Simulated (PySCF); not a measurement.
PySCF input for CH₃FO₃Si, SMILES C(O[Si@H](F)O)=O, IEF-PCM-M06-2X/def2-SVP. Coordinates come from a PBE0-D3(BJ)/def2-SVP optimisation. The structure was generated by enumeration; whether it is a known compound was not checked. Other conformers were not sampled.

```python
import numpy as np
from pyscf import gto, scf, dft
from pyscf.solvent import pcm

mol = gto.M(
    atom='''
    O     1.15973923    1.65692761    0.35051598
    C     1.51279013    0.59086821    0.78057329
    O     0.81107872   -0.53389515    0.70691647
    Si   -0.70864974   -0.64726390   -0.05972099
    O    -1.46887321    0.79013679   -0.01223159
    F    -0.37098293   -1.11602913   -1.56306751
    H     2.47951920    0.42832986    1.29841718
    H    -1.46802256   -1.70650233    0.61334518
    H    -0.84385268    1.53356625   -0.05310757
    ''',
    basis='def2-SVP',
    charge=0,
    spin=0,
    max_memory=1600,
    verbose=3,
)
mf = dft.RKS(mol, xc='m06-2x').density_fit(auxbasis='def2-universal-jkfit')
mf.grids.level = 4
mf.conv_tol = 1e-9
mf.max_cycle = 100
mf.kernel()
res = {}
for name, eps in {'water': 78.355, 'tetrahydrofuran': 7.4257, '1-octanol': 9.8629}.items():
    s = mf.PCM()
    s.with_solvent.method, s.with_solvent.eps, s.with_solvent.lebedev_order = 'IEF-PCM', eps, 29
    s.kernel(mf.make_rdm1())
    res[name] = (s.e_tot, eps, s.dip_moment(), s.mo_energy, s.converged)
    print(f'{name}: electrostatic solvation free energy {(s.e_tot - mf.e_tot) * 627.509474:.3f} kcal/mol')
```

Log of the run:

```
converged SCF energy = -654.55960582062

WARN: PCM is an experimental feature. It is still in testing.
Features and APIs may be changed in the future.

converged SCF energy = -654.568095684072
Dipole moment(X, Y, Z, Debye):  1.17088, -0.87798,  1.87151
water: electrostatic solvation free energy -5.327 kcal/mol

WARN: PCM is an experimental feature. It is still in testing.
Features and APIs may be changed in the future.

converged SCF energy = -654.566534991259
Dipole moment(X, Y, Z, Debye):  1.13105, -0.84583,  1.81473
tetrahydrofuran: electrostatic solvation free energy -4.348 kcal/mol

WARN: PCM is an experimental feature. It is still in testing.
Features and APIs may be changed in the future.

converged SCF energy = -654.566939116111
Dipole moment(X, Y, Z, Debye):  1.14144, -0.85418,  1.82941
1-octanol: electrostatic solvation free energy -4.602 kcal/mol
```

The calculation finished and met its thresholds.

Cost: about 2.7 core-minutes (a rough figure).
